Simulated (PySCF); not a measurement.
# Simulated characterisation data

[PySCF 2.14.0 with density-fitted response routines: σ from GIAO-PBE0/pcSseg-1; GFN2-xTB geometry; gas phase; one computed conformer; rapidly exchanging positions averaged; non-relativistic Hamiltonian]

Scale: TMS for $^{1}$H (σ = 31.72 ppm), $^{13}$C (σ = 186.93 ppm) (reference shieldings calculated alike). Splittings of carbon signals by F and P are missing where no couplings were computed. Where no couplings were computed, multiplicities follow the n + 1 count of equivalent neighbours, and m marks all less simple cases (inequivalent or close neighbours, rings, F or P nearby). Shifts are as computed. Against solution values, carbons near 30 ppm lie about +3 ppm off and those near 130 ppm about +5 ppm (rms about the fit 2.1 ppm; single classes can miss by 10 ppm). Of 1328 compounds with measured shifts, 309 miss one by over three times the rms of a fit or turn the order of signals round; such compounds aren't used in these exercises. Signals without a measured value on file couldn't be tested in this way; 1H shifts scatter by 0.2 ppm about their fit, and single ones miss by 0.5 ppm.

Compound 1 (C7H9F). $^{1}$H NMR (500 MHz, computed): δ 6.72 (m, 1H), 6.21 (m, 1H), 6.18 (m, 1H), 5.94 (m, 1H), 5.93 (m, 1H), 5.82 (m, 1H), 5.59 (m, 1H), 5.57 (m, 1H), 5.52 (m, 1H). $^{13}$C{$^{1}$H} NMR (computed): δ 144.1, 140.7, 139.4, 135.5, 127.0, 118.4, 94.0. Structure: SMILES C([C@H](/C=C\C=C)F)=C.

Compound 2 (C4F4N2O). $^{13}$C{$^{1}$H} NMR (computed): δ 129.1, 113.6, 90.2. Structure: `N#CC(F)(C#N)OC(F)(F)F`.
